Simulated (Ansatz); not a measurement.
`B[SiH](Cl)[SnH3]` + `[OH][GaH2]` → `B[O][GaH2]` + `Cl[SiH2][SnH3]` at 400 K and 1 bar (cleavage of the B–Si bond).

Isolated molecules relaxed with PBE0-D4/def2-TZVP in Ansatz; ΔE leaves out vibrations. CCSD(T)/CBS is the MP2 limit (def2-TZVPP, def2-QZVPP) plus CCSD(T) − MP2 in def2-TZVPP, frozen cores. def2 core potentials past Kr. For Ga, Sn outer-core shells are correlated without core-valence functions, which leaves a few kJ/mol of doubt a bond. Scalar relativity is left out up to krypton.

```csv
species,CCSD(T)/CBS energy (Eh),H − E (kJ/mol),S (J/(mol·K))
`B[SiH](Cl)[SnH3]`,-991.28328,173.1,428.0
`[OH][GaH2]`,-2000.92981,89.0,281.3
`B[O][GaH2]`,-2026.35181,125.7,339.6
`Cl[SiH2][SnH3]`,-965.91563,132.5,381.7
```

H − E and S are ideal-gas, rigid-rotor, harmonic terms from PBE0-D4/def2-TZVP, for one conformer and one mirror image of each species. 1 Eh = 2625.50 kJ/mol, R = 8.31446 J/(mol·K).

By hand: ΔE, ΔH, ΔS and ΔG.

ΔE = (-2026.35181) + (-965.91563) − (-991.28328) − (-2000.92981) = -0.05435 Eh = -142.7 kJ/mol. Δ(H − E) = 125.7 + 132.5 − 173.1 − 89.0 = -3.9, so ΔH = -146.6 kJ/mol. ΔS = 339.6 + 381.7 − 428.0 − 281.3 = 12.0 J/(mol·K). ΔG = -146.6 − 400 × (12.0)/1000 = -151.4 kJ/mol.

By hand: the equilibrium constant, and the temperature at which ΔG would vanish if ΔH and ΔS stayed fixed.

log₁₀ K = −ΔG/(RT ln 10) = 19.8. ΔH and −TΔS have one sign here, so there is no such temperature.

The number of gas molecules stays the same, so ΔS is small and ΔH decides. A doubt of 5 kJ/mol in ΔE shifts log₁₀ K by 0.7 here. Other conformers and mirror images would add mixing entropy, several J/(mol·K) or more a flexible species. Modes under 60 cm⁻¹, often nearly free rotors, make the harmonic entropy too high. These are equilibria of isolated gas molecules and say nothing of rates. Largest T1 diagnostic: 0.016 (customary marks: 0.02 for closed shells, 0.045 for open ones).

ΔS is within the doubt of such terms, so its sign, and with it that verdict, could turn.
